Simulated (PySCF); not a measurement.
Partial charges of `C#CC1=C[C@H]2C=C[C@]1(C#N)C=C2`

Compound: C11H7N.
Cartesian coordinates in Å at the GFN2-xTB level; atoms count from 1:
```xyz
19
C11H7N angstrom
C      3.349    0.663   -0.805
C      2.224    0.273   -0.640
C      0.901   -0.132   -0.413
C      0.285   -1.221   -0.870
C     -1.155   -1.347   -0.425
C     -1.108   -1.280    1.090
C     -0.510   -0.199    1.559
C     -0.013    0.738    0.467
C      0.622    1.922    0.977
N      1.102    2.872    1.395
C     -1.226    1.033   -0.405
C     -1.819   -0.056   -0.862
H      4.334    0.986   -0.960
H      0.735   -1.966   -1.501
H     -1.647   -2.239   -0.805
H     -1.532   -2.070    1.681
H     -0.354    0.060    2.590
H     -1.511    2.053   -0.587
H     -2.688   -0.079   -1.493
```

Density: PBE0/pcSseg-1 (PySCF); schemes: Mulliken, IAO, Hirshfeld and ESP-fitted. Geometry: GFN2-xTB; no solvent, vibrations or thermal averaging.

Problem. Do the Mulliken, IAO, Hirshfeld and ESP-fitted schemes agree on where the charge is lowest?

Solution. The schemes don't all agree: Mulliken C8 (-0.632); IAO N10 (-0.232); Hirshfeld N10 (-0.217); ESP-fitted N10 (-0.461).

Problem. Do the Mulliken, IAO, Hirshfeld and ESP-fitted schemes agree on where the charge is highest?

Solution. The schemes don't all agree: Mulliken C2 (+0.417); IAO H13 (+0.208); Hirshfeld H13 (+0.097); ESP-fitted C9 (+0.357).

Problem. For which atoms does the sign change between the 4 schemes (beyond +0.03 e in one, beyond −0.03 e in another)?

Solution. C2, C3, C4, C5, C7, C8 and C11.

Problem. What partial charge does each atom carry?

Solution. In e:

```
atom                      environment  Mulliken     IAO  Hirshfeld  ESP-fitted
  C1           terminal alkyne carbon    -0.356  -0.212     -0.092      -0.350
  C2                    alkyne carbon    +0.417  -0.034     -0.050      -0.063
  C3  fully substituted alkene carbon    -0.100  -0.008     +0.005      +0.086
  C4                 alkene CH carbon    +0.093  -0.124     -0.029      -0.319
  C5    sp3 carbon at a ring junction    -0.246  -0.144     -0.020      +0.193
  C6                 alkene CH carbon    -0.001  -0.142     -0.042      -0.217
  C7                 alkene CH carbon    +0.095  -0.146     -0.046      -0.292
  C8    sp3 carbon at a ring junction    -0.632  -0.031     +0.038      +0.284
  C9                   nitrile carbon    +0.236  +0.146     +0.086      +0.357
 N10                 nitrile nitrogen    -0.232  -0.232     -0.217      -0.461
 C11                 alkene CH carbon    +0.095  -0.146     -0.046      -0.309
 C12                 alkene CH carbon    -0.001  -0.142     -0.042      -0.205
 H13                  alkyne hydrogen    +0.047  +0.208     +0.097      +0.296
 H14                 vinylic hydrogen    +0.085  +0.173     +0.063      +0.205
 H15                 methine hydrogen    +0.093  +0.157     +0.057      +0.078
 H16                 vinylic hydrogen    +0.106  +0.166     +0.059      +0.170
 H17                 vinylic hydrogen    +0.097  +0.173     +0.061      +0.189
 H18                 vinylic hydrogen    +0.097  +0.173     +0.061      +0.194
 H19                 vinylic hydrogen    +0.106  +0.166     +0.059      +0.167
```

Mean size of the charges over all atoms: ESP-fitted 0.233 e, Mulliken 0.165 e, IAO 0.143 e, Hirshfeld 0.062 e. Each set sums to the total charge, 0, to within 0.001 e. The Hirshfeld scheme weights the molecular density at each point by an atom's share of the summed free-atom densities.

Problem. Sum the charges by element, for elements with more than one atom.

Solution. 
| element | atoms | Mulliken | IAO | Hirshfeld | ESP-fitted |
| --- | --- | --- | --- | --- | --- |
| C | 11 | -0.400 | -0.983 | -0.241 | -0.836 |
| H | 7 | +0.632 | +1.216 | +0.458 | +1.298 |

Problem. How many electrons does the IAO scheme count on C7?

Solution. Z − q = 6 − (-0.146) = 6.146.

Problem. How closely do the schemes follow one another over all atoms?

Solution. Correlation coefficient and root-mean-square difference: IAO with Hirshfeld 0.89, 0.094 e; Hirshfeld with ESP-fitted 0.88, 0.192 e; IAO with ESP-fitted 0.83, 0.154 e; Mulliken with IAO 0.41, 0.214 e; Mulliken with Hirshfeld 0.28, 0.217 e; Mulliken with ESP-fitted 0.07, 0.328 e.

The run behind these numbers computed NMR shieldings as well. The run took 59 s of wall time on an Arm Neoverse V1 with one thread (shared host).
